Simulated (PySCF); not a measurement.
germylsilane anion (GeH6Si), SMILES [SiH3][GeH3] (connectivity only; charge and spin as stated), charge -1, multiplicity 2. Geometry optimised at PBE0-D3(BJ)/def2-SVPD. The spin state was assumed, not searched.

Computed with PBE0-D3(BJ)/def2-SVPD in PySCF.

Harmonic wavenumbers (cm⁻¹): 150, 189, 219, 264, 459, 505, 787, 853, 856, 875, 926, 942, 1661, 1798, 1963, 1969, 2072, 2080. Rotational constants (GHz): 46.64, 2.979, 2.966; symmetry number 1.

### Question
Work out the zero-point energy and the ideal-gas rigid-rotor harmonic-oscillator thermochemistry at 298.15 K and 1 atm.

### Answer
ZPE = ½ Σ hcν = ½ × 18568 cm⁻¹ = 111.06 kJ/mol. H − E(el) = 129.03 kJ/mol. Entropy in J/(mol K): translation 167.00, rotation 101.13, vibration 45.57, spin 5.76, total 319.46. G − E(el) = 33.78 kJ/mol. Cp = 88.69 J/(mol K). Modes under 150 cm⁻¹ make the vibrational entropy uncertain.
